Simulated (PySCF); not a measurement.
C3H4BrF3, SMILES FC(F)(F)CCBr, singlet (GFN2-xTB optimised geometry):

```
11

F     -0.227    -2.329    -1.073
C      0.161    -1.631     0.000
F     -0.219    -2.333     1.078
F      1.502    -1.631     0.000
C     -0.413    -0.225     0.000
C      0.051     0.531     1.235
Br    -0.685     2.333     1.231
H     -0.078     0.274    -0.913
H     -1.502    -0.307    -0.023
H      1.136     0.633     1.256
H     -0.295     0.051     2.151
```

Calculation: PBE0/def2-TZVP run with PySCF 2.14.0.

Task: What are the frontier orbital energies and the dipole moment?

Result: HOMO-2 -10.56 eV, HOMO-1 -8.34 eV, HOMO -8.30 eV, LUMO -0.38 eV, LUMO+1 1.34 eV; dipole moment 0.40 D.

Meta-Löwdin charges at PBE0/def2-TZVP: F1 -0.27, C2 0.79, F3 -0.28, F4 -0.28, C5 -0.25, C6 -0.20, Br7 -0.10, H8 0.15, H9 0.15, H10 0.15, H11 0.15.
